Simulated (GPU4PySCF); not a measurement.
Computed shifts of a molecule C₇H₁₈O₃Si, GPU4PySCF with PBE/pcSseg-1, GIAO, gas phase, equivalent atoms averaged, in ppm (number of nuclei): ¹³C: 65.1 (1), 64.5 (1), 63.9 (1), 20.2 (3), -8.6 (1). ²⁹Si: -42.8 (1). ¹H: 4.18 (2), 4.04 (1), 4.02 (1), 3.90 (1), 3.82 (1), 1.27 (9), 0.00 (3). References: ¹³C against TMS (σ = 182.0 ppm); ¹⁷O against H2O (σ = 334.3 ppm); ²⁹Si against TMS (σ = 335.4 ppm); ¹H against TMS (σ = 31.49 ppm), references at their B3LYP-D3(BJ)/def2-TZVP geometries, non-relativistic (references run with PySCF on processors). Coordinates come from a r2SCAN-D4/def2-TZVP optimisation. One conformer was computed; it need not be the lowest.

Problem. Which molecule gave these data?
(A) CO[Si](OC)(OC)C(C)(C)C
(B) CC(C)O[Si](C)(O)OC(C)C
(C) CO[Si](C)(OC)OC(C)(C)C
(D) CCO[Si](C)(OCC)OCC

Solution. D, CCO[Si](C)(OCC)OCC
